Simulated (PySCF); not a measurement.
Two-component Hartree-Fock for Nb²¹⁺ (niobium, charge +21)

Start: [Ar] 3d2; 3d3/2 filled at m_j = +1/2, +3/2. Calculated with PySCF 2.14 in an uncontracted even-tempered set (16 s from 2.5 bohr⁻², ratio 2.8; 12 p from 3.2 bohr⁻², ratio 2.8; 8 d from 3.2 bohr⁻², ratio 2.8; 3 f from 10 bohr⁻², ratio 3): generalised Hartree-Fock with the X2C-1e Hamiltonian and a Gaussian nucleus; one run each with spin-orbit coupling (SO) switched off, then screened by Boettger's factors.

```
spinor shell  electrons  ε, spin-free (eV)  ε, screened SO (eV)  weight of nominal j (screened SO)  rms radius, screened SO (bohr)
       1s1/2          2           -19908.3             -19907.1                              1.000                          0.0415
       2s1/2          2            -3552.5              -3552.0                              1.000                           0.170
       2p1/2          2            -3255.4              -3324.8                              0.999                           0.148
       3s1/2          2            -1170.4              -1170.3                              1.000                           0.433
       3p1/2          2            -1066.2              -1085.6                              0.954                           0.425
       3p3/2          4            -1066.2              -1056.9                              0.977                           0.433
       3d3/2          2            -940.47              -941.79                              0.933                           0.390
```

Question: Where does 2p3/2 lie, and what is the 2p spin-orbit splitting (screened SO)?

Answer: At -3222.2 eV, 102.61 eV above 2p1/2.

```tsv
quantity	spin-free	screened SO
E (hartree)	-3562.91898	-3563.45768
M_J	2	2
⟨J²⟩	8.001	6.413
⟨L²⟩	12.001	11.301
⟨S²⟩	2.000	1.777
```

The determinant has a definite M_J but mixes levels of different J.

Each row is a mean over spinors that exchange with the open shell spreads, by up to 14.558 eV (3p1/2).

Breit and QED terms are absent; they matter most for the inner s and p1/2 levels.

Densities and radii are taken from the X2C orbitals without a picture-change correction, which distorts them close to the nucleus.

Without spin-orbit coupling the j labels of p, d and f shells carry no meaning; the spin-free column gives the mean over the occupied spinors of each nl shell, and its ⟨J²⟩ belongs to a mixture of degenerate components.
